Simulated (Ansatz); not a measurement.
Start from `[BH2][GaH][CH2]CCl` and change one atom or group to get `BBCCCl`.

Ansatz, PBE0-D4/def2-TZVP geometries, multiplicity 1. Each molecule was computed in one conformer, which needn't be the lowest. `[BH2][GaH][CH2]CCl` holds a close contact that its SMILES doesn't draw: Cl···Ga 2.80 Å.

Scalar relativity is left out up to krypton.

```
                               property  `[BH2][GaH][CH2]CCl`
   HOMO–LUMO gap (PBE0/def2-TZVPP) / eV                  5.04
  LUMO energy (ωB97M-V/def2-TZVPP) / eV                 -0.19
     HOMO energy (PBE0/def2-TZVPP) / eV                 -7.12
HOMO–LUMO gap (ωB97M-V/def2-TZVPP) / eV                  9.07
  HOMO–LUMO gap (B3LYP/def2-TZVPP) / eV                  4.64
      LUMO energy (PBE/def2-TZVPP) / eV                 -3.05
```

Question: What does the change do to each property? (An estimate is asked.)

Answer: Computed: 
```json
{"property": "HOMO–LUMO gap (PBE0/def2-TZVPP) / eV", "`BBCCCl`": "6.44", "shift": "1.40"}
{"property": "LUMO energy (ωB97M-V/def2-TZVPP) / eV", "`BBCCCl`": "0.04", "shift": "0.23"}
{"property": "HOMO energy (PBE0/def2-TZVPP) / eV", "`BBCCCl`": "-8.32", "shift": "-1.20"}
{"property": "HOMO–LUMO gap (ωB97M-V/def2-TZVPP) / eV", "`BBCCCl`": "10.66", "shift": "1.59"}
{"property": "HOMO–LUMO gap (B3LYP/def2-TZVPP) / eV", "`BBCCCl`": "5.97", "shift": "1.33"}
{"property": "LUMO energy (PBE/def2-TZVPP) / eV", "`BBCCCl`": "-2.87", "shift": "0.18"}
```

With PBE0 the HOMO falls by 1.20 eV and the LUMO rises by 0.20 eV, so the gap widens by about 1.40 eV. PBE moves the HOMO by -0.98 eV and ωB97M-V by -1.35 eV.

Positive LUMOs are unbound, so they and the gaps depend on the basis.

B3LYP here is the variant with VWN-RPA as its local correlation; programs differ in this.
